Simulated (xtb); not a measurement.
C$_{2}$H$_{6}$N (SMILES [CH2-]NC), charge -1, singlet, geometry from GFN2-xTB; GFN2-xTB run with xtb.

xtb was given this input:
```
$ xtb mol.xyz --gfn 2 --chrg -1 --etemp 1000 --json

# file mol.xyz
9

C      0.06838840    -0.34344719     1.28001260
N     -0.02031578     0.57728452     0.03028326
C     -0.01464409    -0.23244926    -1.15661628
H      0.07446949     0.42980237     2.12358233
H     -1.00128293    -0.74920637     1.34561699
H      0.85112316     1.11606852     0.04720825
H      0.82050456    -0.96673735    -1.22449252
H      0.01871469     0.39617056    -2.06419785
H     -0.94378425    -0.81171072    -1.18007793
```

Write the output that xtb gives for this input, abridged.


```
   ID    Z sym.   atoms
    1    6 C      1, 3
    2    7 N      2
    3    1 H      4-9

           -------------------------------------------------
          |                Calculation Setup                |
           -------------------------------------------------

           -------------------------------------------------
          |                 G F N 2 - x T B                 |
           -------------------------------------------------

          ...................................................
          :                      SETUP                      :
          :.................................................:
          :  # basis functions                  18          :
          :  # atomic orbitals                  18          :
          :  # shells                           12          :
          :  # electrons                        20          :
          :  max. iterations                   250          :
          :  Hamiltonian                  GFN2-xTB          :
          :  restarted?                      false          :
          :  GBSA solvation                  false          :
          :  PC potential                    false          :
          :  electronic temp.         1000.0000000     K    :
          :  accuracy                    1.0000000          :
          :  -> integral cutoff          0.2500000E+02      :
          :  -> integral neglect         0.1000000E-07      :
          :  -> SCF convergence          0.1000000E-05 Eh   :
          :  -> wf. convergence          0.1000000E-03 e    :
          :  Broyden damping             0.4000000          :
          :  net charge                         -1          :
          :  unpaired electrons                  0          :
          ...................................................

 iter      E             dE          RMSdq      gap      omega  full diag
   1    -10.3389948 -0.103390E+02  0.422E+00    8.53       0.0  T
   2    -10.4113792 -0.723844E-01  0.262E+00    7.94       1.0  T
   3    -10.4129282 -0.154901E-02  0.146E+00    7.95       1.0  T
   4    -10.4132155 -0.287316E-03  0.206E-01    7.89       1.0  T
   5    -10.4132537 -0.381504E-04  0.933E-02    7.88       1.0  T
   6    -10.4132585 -0.479992E-05  0.461E-02    7.89       1.0  T
   7    -10.4132592 -0.666545E-06  0.855E-03    7.90       3.9  T
   8    -10.4132592 -0.313512E-07  0.268E-03    7.89      12.4  T
   9    -10.4132592 -0.297825E-07  0.461E-04    7.90      72.3  T
  10    -10.4132592 -0.468479E-10  0.133E-04    7.90     250.7  T

   *** convergence criteria satisfied after 10 iterations ***

         :::::::::::::::::::::::::::::::::::::::::::::::::::::
         ::                     SUMMARY                     ::
         :::::::::::::::::::::::::::::::::::::::::::::::::::::
         :: total energy             -10.311611328737 Eh    ::
         :: gradient norm              0.000030204639 Eh/a0 ::
         :: HOMO-LUMO gap              7.895420204496 eV    ::
         ::.................................................::
         :: SCC energy               -10.413258737698 Eh    ::
         :: -> isotropic ES            0.156725697580 Eh    ::
         :: -> anisotropic ES          0.002981000321 Eh    ::
         :: -> anisotropic XC          0.008798040288 Eh    ::
         :: -> dispersion             -0.004663996391 Eh    ::
         :: repulsion energy           0.101647408962 Eh    ::
         :: add. restraining           0.000000000000 Eh    ::
         :: total charge              -1.000000000000 e     ::
         :::::::::::::::::::::::::::::::::::::::::::::::::::::

           -------------------------------------------------
          |                Property Printout                |
           -------------------------------------------------

    * Orbital Energies and Occupations

         #    Occupation            Energy/Eh            Energy/eV
      -------------------------------------------------------------
         1        2.0000           -0.4163454             -11.3293
         2        2.0000           -0.3557089              -9.6793
         3        2.0000           -0.3161864              -8.6039
         4        2.0000           -0.3064399              -8.3387
         5        2.0000           -0.2756191              -7.5000
         6        2.0000           -0.2551403              -6.9427
         7        2.0000           -0.1800116              -4.8984
         8        2.0000           -0.1552708              -4.2251
         9        2.0000           -0.1461860              -3.9779
        10        2.0000           -0.0199948              -0.5441 (HOMO)
        11                          0.2701565               7.3513 (LUMO)
        12                          0.3044823               8.2854
        13                          0.3265158               8.8849
        14                          0.3510020               9.5513
        15                          0.3815689              10.3830
        16                          0.4137026              11.2574
        17                          0.4274417              11.6313
        18                          0.4485559              12.2058
      -------------------------------------------------------------
                  HL-Gap            0.2901514 Eh            7.8954 eV
             Fermi-level            0.1250809 Eh            3.4036 eV

     #   Z          covCN         q      C6AA      α(0)
     1   6 C        2.732    -0.277    35.605     9.769
     2   7 N        2.663    -0.337    28.682     7.954
     3   6 C        3.685     0.039    20.107     6.420
     4   1 H        0.914    -0.187     9.914     4.925
     5   1 H        0.913    -0.188     9.932     4.929
     6   1 H        0.859     0.054     2.283     2.367
     7   1 H        0.921    -0.042     3.895     3.087
     8   1 H        0.923    -0.052     4.144     3.184
     9   1 H        0.924    -0.010     3.238     2.814

 Mol. C6AA /au·bohr⁶  :        863.388516
 Mol. C8AA /au·bohr⁸  :      16517.511776
 Mol. α(0) /au        :         45.448345

Wiberg/Mayer (AO) data.
largest (>0.10) Wiberg bond orders for each atom

 ---------------------------------------------------------------------------
     #   Z sym  total        # sym  WBO       # sym  WBO       # sym  WBO
 ---------------------------------------------------------------------------
     1   6 C    2.821 --     5 H    0.956     4 H    0.954     2 N    0.884
     2   7 N    2.958 --     3 C    1.057     6 H    0.978     1 C    0.884
     3   6 C    3.996 --     2 N    1.057     9 H    0.983     8 H    0.977
                             7 H    0.964
     4   1 H    0.965 --     1 C    0.954
     5   1 H    0.965 --     1 C    0.956
     6   1 H    0.997 --     2 N    0.978
     7   1 H    0.998 --     3 C    0.964
     8   1 H    0.997 --     3 C    0.977
     9   1 H    1.000 --     3 C    0.983
 ---------------------------------------------------------------------------

Topologies differ in total number of bonds
Writing topology from bond orders to xtbtopo.mol

molecular dipole:
                 x           y           z       tot (Debye)
 q only:        0.343       0.075      -1.679
   full:        0.185       0.358      -1.869       4.860
molecular quadrupole (traceless):
                xx          xy          yy          xz          yz          zz
 q only:        3.175      -0.319       2.742       1.257       0.703      -5.916
  q+dip:        4.063       1.131       1.774      -0.624       2.319      -5.837
   full:        3.484       1.689       1.697      -0.540       2.266      -5.181

           -------------------------------------------------
          | TOTAL ENERGY              -10.311611328737 Eh   |
          | GRADIENT NORM               0.000030204639 Eh/α |
          | HOMO-LUMO GAP               7.895420204496 eV   |
           -------------------------------------------------

normal termination of xtb
```
